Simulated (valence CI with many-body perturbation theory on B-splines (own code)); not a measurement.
# E1 transitions of Cd¹⁶⁺

Level of theory: relativistic CI+MBPT: four valence electrons over a frozen Dirac-Fock core [Ar] 3d10, a basis of 11 s, 11 p, 9 d, 7 f, 5 g, 2 h, 1 i functions for each j, with the one-electron correlation potential Σ1 (screened to all orders), the two-electron term Σ2, the three-electron term Σ3, Breit, model QED; selected single and double excitations, second order for the rest (own B-spline code, finite nucleus).

No measured spectrum was set against this ion. As an estimate, levels hold to about 250 cm⁻¹ or 0.2 % of their energy and the worst to 1 %, as in measured heavy ions of charge 2 to 7; those with d or f electrons hold less well.

Lines 101 to 150 of 222 in falling wavelength, among levels below 1077700 cm⁻¹, chosen from the strongest by gf and those to the six lowest levels. Wavelengths and rates use the calculated energies, so an error of 1000 cm⁻¹ moves a line at 19.32 nm by 0.19 % and its rate by three times that or more. Electric multipoles are in the length gauge, E1 and E2 with the static RPA response of the core. Weak lines are less certain than strong ones. Lines between different terms over intervals too small for the method are left out, as are lines whose strength nearly cancels. The highest levels of a list are the least certain.

Names give the largest LS component (configuration and term), which can be under half, so a name can repeat, a term be missing and a line seem to break the LS rules; names also repeat where a configuration has a term twice. Letters in brackets count levels of one name in rising energy.

```csv
λ vac (nm),Upper,Lower,A (s⁻¹),S (a.u.) with core polarisation,S without
19.32,4s 4p3 3S°_1,4s2 4p2 3P_0,1.25e+10,1.33e-01,1.45e-01
19.24,4s2 4p 4d 3F°_2,4s2 4p2 3P_2,1.02e+10,1.79e-01,1.94e-01
19.22,4p4 1D_2,4s 4p3 5S°_2,3.53e+07,6.19e-04,6.86e-04
19.21,4s 4p2 4d 3F_3 [b],4s 4p3 1D°_2,3.52e+09,8.61e-02,9.32e-02
19.12,4s 4p3 1P°_1,4s2 4p2 3P_2,1.85e+08,1.92e-03,2.07e-03
19.08,4s 4p2 4d 3P_1 [a],4s 4p3 3P°_0,6.94e+09,7.14e-02,7.75e-02
19.01,4s 4p2 4d 5F_1,4s 4p3 5S°_2,2.91e+08,2.96e-03,3.20e-03
18.90,4s2 4p 4d 3P°_1,4s2 4p2 1S_0,1.16e+08,1.15e-03,1.26e-03
18.83,4s 4p2 4d 3P_2 [a],4s 4p3 3D°_3,1.87e+10,3.08e-01,3.35e-01
18.75,4s 4p2 4d 5F_2,4s 4p3 5S°_2,3.41e+09,5.54e-02,5.99e-02
18.74,4s 4p2 4d 3F_2 [a],4s 4p3 3D°_1,8.33e+09,1.35e-01,1.46e-01
18.70,4s2 4p 4d 3F°_2,4s2 4p2 3P_1,1.83e+09,2.96e-02,3.20e-02
18.59,4s 4p3 1P°_1,4s2 4p2 3P_1,1.71e+10,1.62e-01,1.77e-01
18.57,4s 4p2 4d 5P_3,4s 4p3 3D°_3,1.01e+10,2.22e-01,2.40e-01
18.38,4s 4p2 4d 3F_3 [a],4s 4p3 3D°_2,5.88e+09,1.26e-01,1.36e-01
18.36,4s 4p2 4d 5P_2,4s 4p3 3D°_3,3.92e+09,5.98e-02,6.45e-02
18.33,4s2 4p 4d 3F°_3,4s2 4p2 3P_2,1.46e+10,3.11e-01,3.35e-01
18.26,4s 4p2 4d 3P_0 [a],4s 4p3 3P°_1,4.85e+10,1.46e-01,1.59e-01
18.26,4s 4p2 4d 5F_3,4s 4p3 5S°_2,7.07e+09,1.49e-01,1.60e-01
18.17,4s 4p2 4d 3P_2 [a],4s 4p3 3D°_2,3.87e+10,5.73e-01,6.22e-01
18.13,4s 4p2 4d 3D_3 [b],4s 4p3 3P°_2,1.92e+10,3.94e-01,4.27e-01
18.11,4s 4p2 4d 3P_1 [c],4s 4p3 3S°_1,1.09e+10,9.54e-02,1.03e-01
18.07,4s2 4p 4d 1D°_2,4s2 4p2 1D_2,2.40e+10,3.49e-01,3.79e-01
18.02,4s 4p2 4d 3P_2 [b],4s 4p3 3S°_1,2.46e+10,3.55e-01,3.84e-01
17.97,4s 4p2 4d 3D_1 [b],4s 4p3 3P°_2,2.33e+10,2.00e-01,2.17e-01
17.96,4s 4p2 4d 3F_4 [a],4s 4p3 3D°_3,5.08e+09,1.31e-01,1.41e-01
17.85,4s 4p2 4d 3P_2 [a],4s 4p3 3D°_1,1.32e+10,1.86e-01,2.01e-01
17.74,4s 4p2 4d 3D_2 [a],4s 4p3 3P°_2,9.21e+09,1.27e-01,1.37e-01
17.60,4s2 4p 4d 3P°_1,4s2 4p2 1D_2,2.65e+10,2.14e-01,2.32e-01
17.57,4s2 4p 4d 3D°_3,4s2 4p2 1D_2,2.41e+10,4.52e-01,4.89e-01
17.56,4s2 4p 4d 3P°_2,4s2 4p2 3P_2,4.56e+10,6.09e-01,6.61e-01
17.55,4s 4p2 4d 3F_2 [b],4s 4p3 3D°_3,1.09e+10,1.45e-01,1.57e-01
17.48,4s 4p2 4d 3F_3 [b],4s 4p3 3P°_2,3.79e+09,6.99e-02,7.49e-02
17.45,4s 4p2 4d 5D_1,4s 4p3 5S°_2,2.21e+09,1.74e-02,1.88e-02
17.40,4s 4p2 4d 5D_2,4s 4p3 5S°_2,8.34e+09,1.08e-01,1.17e-01
17.36,4s2 4p 4d 3D°_2,4s2 4p2 1D_2,9.11e+10,1.18e+00,1.27e+00
17.35,4s 4p2 4d 3G_4,4s 4p3 3D°_3,4.15e+09,9.63e-02,1.03e-01
17.29,4s 4p2 4d 3P_0 [b],4s 4p3 3P°_1,7.16e+10,1.83e-01,1.98e-01
17.29,4s 4p2 4d 5D_3,4s 4p3 5S°_2,1.17e+10,2.08e-01,2.25e-01
17.29,4s 4p2 4d 3F_2 [c],4s 4p3 3P°_2,9.09e+09,1.16e-01,1.25e-01
17.26,4s 4p2 4d 3D_2 [b],4s 4p3 3P°_1,7.16e+10,9.08e-01,9.82e-01
17.24,4s2 4p 4d 3D°_1,4s2 4p2 3P_2,3.16e+09,2.40e-02,2.60e-02
17.23,4s 4p2 4d 3D_1 [c],4s 4p3 3P°_0,4.69e+10,3.55e-01,3.84e-01
17.16,4s 4p2 4d 3F_3 [c],4s 4p3 3P°_2,2.24e+10,3.91e-01,4.24e-01
17.11,4s2 4p 4d 3P°_2,4s2 4p2 3P_1,7.08e+10,8.75e-01,9.46e-01
17.09,4s 4p2 4d 3D_2 [c],4s 4p3 3P°_2,3.14e+10,3.87e-01,4.19e-01
17.07,4s 4p2 4d 3P_1 [b],4s 4p3 3P°_1,6.87e+10,5.06e-01,5.47e-01
17.05,4s 4p2 4d 3P_1 [a],4s 4p3 3D°_1,5.49e+10,4.03e-01,4.37e-01
16.99,4s2 4p 4d 1P°_1,4s2 4p2 1S_0,1.45e+11,1.05e+00,1.14e+00
16.99,4s 4p3 1P°_1,4s2 4p2 3P_0,2.38e+09,1.73e-02,1.88e-02
```
